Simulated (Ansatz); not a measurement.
A run for Ansatz (a quantum-chemistry and plane-wave program): U-CCSD(T)/def2-TZVPPD on H2ISi (SMILES [SiH2]I), 2S+1 = 2, atoms moved off the minimum. Elements past Kr take the def2 small-core potentials; no spin–orbit coupling. Files ending in .json are basis or fitting sets from the Basis Set Exchange. The run froze 14 orbitals, filled d shells among them.

Ansatz 0.2 input:
```yaml
crystal:
  periodic: [false, false, false]
  atoms:
    - {symbol: Si, position_ang: [-1.83202864, -0.01013136, 0.42137449]}
    - {symbol: I, position_ang: [0.62042004, 0.04061481, -0.10120203]}
    - {symbol: H, position_ang: [-2.42247093, 1.28938827, -0.15795728]}
    - {symbol: H, position_ang: [-2.48846813, -1.24235937, -0.12444731]}
basis:
  gaussian:
    orbitals: def2-TZVPPD.json
magnetization: {spin_polarized: true, initial_magnetization: 1}
correlation: {method: ccsd_t, electrons: outside_noble_gas}
scf: {omitted_lower_state_checks: [cluster_reference]}
output: {forces: true}
```

The log:

```
WARN ansatz: RAYON_NUM_THREADS=1 ignored (pool sized by the plan → 1); use --threads N
Functional definition: HF
these checks for a lower state are left out or cut short: cluster_reference
integrals: 0.48 GiB planned
985 factors; integrals over basis functions are off by at most 7.9e-4 eV
mean field: 0.50 GiB planned
mean field evaluation 1: about -15965.7027 eV, gradient 8.4e0 eV
mean field evaluation 2: about -15965.7050 eV, gradient 8.4e0 eV
mean field evaluation 4: about -15966.6146 eV, gradient 2.2e0 eV
mean field evaluation 8: about -15966.6784 eV, gradient 5.8e-3 eV
mean field -15966.67843838 eV, -586.7646100070 hartree, gradient 2.2e-6 eV, S^2 0.756530; 0 other end points of the search recorded, 0 dependent functions left out
14 core orbitals not correlated
reference -15966.67843838 eV, -586.7646100070 hartree; 7, 6 occupied and 120, 121 virtual orbitals, 985 factors
densities: 1.58 GiB planned
second order -6.60803772 eV of doubles, -0.00000000 eV of singles
coupled cluster: 1.53 GiB planned
cycle   1  -7.23752842 eV  change   -6.3e-1 eV  update   7.2e-2
cycle   2  -7.48734358 eV  change   -2.5e-1 eV  update   2.5e-2
cycle   3  -7.52877915 eV  change   -4.1e-2 eV  update   1.3e-2
cycle   4  -7.52555985 eV  change    3.2e-3 eV  update   5.7e-3
cycle   5  -7.52571106 eV  change   -1.5e-4 eV  update   2.7e-3
cycle   6  -7.52609414 eV  change   -3.8e-4 eV  update   1.1e-3
cycle   7  -7.52631928 eV  change   -2.3e-4 eV  update   4.5e-4
cycle   8  -7.52640798 eV  change   -8.9e-5 eV  update   1.5e-4
cycle   9  -7.52637781 eV  change    3.0e-5 eV  update   6.4e-5
cycle  10  -7.52636516 eV  change    1.3e-5 eV  update   2.4e-5
cycle  11  -7.52636816 eV  change   -3.0e-6 eV  update   1.1e-5
cycle  12  -7.52636748 eV  change    6.7e-7 eV  update   5.2e-6
cycle  13  -7.52636856 eV  change   -1.1e-6 eV  update   2.4e-6
cycle  14  -7.52636749 eV  change    1.1e-6 eV  update   1.1e-6
perturbative correction -0.30673971 eV, -0.0112724765 hartree
the calculation of the forces begins
Total energy: -15974.51154558 eV, -587.0524713872 hartree
Atom 0 at    -1.832029    -0.010131     0.421374 Å, force     0.208634     0.677337    -0.422632 eV/Å
Atom 1 at     0.620420     0.040615    -0.101202 Å, force    -0.640884    -0.097296     0.111820 eV/Å
Atom 2 at    -2.422471     1.289388    -0.157957 Å, force     0.257160    -0.852093     0.305447 eV/Å
Atom 3 at    -2.488468    -1.242359    -0.124447 Å, force     0.175089     0.272052     0.005365 eV/Å
Dipole moment:    -0.218667    -0.018594     0.032166 e Å
Checks for a lower state left out: cluster_reference
```

The calculation finished and met its thresholds.

Cost: about 6 core-minutes (a rough figure).
